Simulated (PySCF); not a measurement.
## Rubidium: a sound run and one with changed settings

Sound run: Rb⁺ [Kr], Rb²⁺ [Ar] 3d10 4s2 4p5. All numbers are calculated (PySCF 2.14, scalar relativity by spin-free X2C-1e, in jorge-DZP-DKH (8s6p2d, 36 functions)). In the sound run the correlated levels freeze [Ar] 3d10 4s2. The sound run starts from symmetry-adapted Hartree-Fock orbitals and uses a fine grid where one is needed.

Changed run: all electrons correlated in a basis built for the valence shell.

```json
{"species": "Rb⁺", "method": "MP2", "sound run (hartree)": "-2978.76912", "changed run (hartree)": "-2978.88049", "converged": "yes"}
{"species": "Rb²⁺", "method": "MP2", "sound run (hartree)": "-2977.74526", "changed run (hartree)": "-2977.86667", "converged": "yes"}
```

Ionisation energy of Rb⁺:

| method | sound run (eV) | changed run (eV) |
| --- | --- | --- |
| UHF | 27.198 | 27.198 |
| MP2 | 27.861 | 27.588 |
| SCS-MP2 | 27.818 | 27.520 |

A valence basis has no tight correlating functions, so it recovers only part of the core correlation, and not evenly between atom and ion.

For comparison, NIST gives 27.290 eV between the lowest levels.
